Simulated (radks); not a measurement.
All-electron atom: Pt III in [Xe] 4f14 5d8.

Method: non-relativistic Kohn-Sham, r2SCAN, spin-polarised, spherical densities, point nucleus; open shells are filled with parallel spins first (spin-orbit coupling, left out, can overturn this in heavy ions); meta-GGA in the generalised Kohn-Sham scheme; relativity is left out, which matters for an element this heavy; computed with a radial shooting solver on a logarithmic mesh with Libxc functionals.

Energy parts (eV):
total: -471692.36
kinetic: 471577.30
electron-nucleus: -1121972.73
Hartree: 187812.88
exchange-correlation: -9109.81

Orbitals (lengths in bohr, moments of r in powers of bohr; <r^-3> diverges for s and p1/2):
orbital  occ.  eigenvalue (eV)      <r>  <r^-3>       <r^4>      <r^2>
1s down     1        -71259.89  0.01941       -   6.398e-07  0.0005037
1s up       1        -71259.89  0.01941       -   6.398e-07  0.0005037
2s up       1        -11900.16  0.08181       -   0.0001032   0.007844
2s down     1        -11899.91  0.08181       -   0.0001032   0.007844
2p up       3        -11429.39  0.06916   16750  0.00006477   0.005792
2p down     3        -11429.21  0.06916   16750  0.00006477   0.005792
3s up       1        -2796.012   0.2065       -    0.003521    0.04861
3s down     1        -2795.973   0.2065       -    0.003520    0.04861
3p up       3        -2575.148   0.1969    3644    0.003123    0.04483
3p down     3        -2575.096   0.1969    3644    0.003123    0.04483
3d up       5        -2163.999   0.1723   645.9    0.002093    0.03465
3d down     5        -2163.858   0.1723   645.8    0.002093    0.03465
4s up       1        -606.4046   0.4557       -     0.07874     0.2339
4s down     1        -606.2777   0.4557       -     0.07872     0.2339
4p up       3        -510.8881   0.4606   851.0     0.08555     0.2407
4p down     3        -510.7430   0.4606   850.6     0.08550     0.2407
4d up       5        -336.0613   0.4706   132.8      0.1036     0.2556
4d down     5        -335.8679   0.4706   132.8      0.1034     0.2555
4f up       7        -103.8906   0.5036   28.21      0.1946     0.3073
4f down     7        -103.6232   0.5027   28.25      0.1920     0.3059
5s up       1        -103.4300    1.055       -       2.274      1.249
5s down     1        -101.9211    1.052       -       2.250      1.242
5p up       3         -73.6517    1.148   136.7       3.350      1.490
5p down     3         -72.0247    1.145   138.1       3.323      1.482
5d up       5         -27.5814    1.517   12.74       12.44      2.678
5d down     3         -25.8753    1.528   12.70       13.22      2.733

The highest occupied level is 5d down at -25.875 eV. Summed over all electrons, <r^2> = 42.52 bohr^2, which gives a Langevin (diamagnetic) susceptibility term of -33.7 x 10^-6 cm^3/mol. The spin density at the nucleus is -1.569 e/bohr^3 (1s 0.001, 2s -0.273, 3s -0.138, 4s 0.531, 5s -1.691). The electron density at the nucleus is 3.403e+05 e/bohr^3. Virial ratio -V/T = 2.00024.
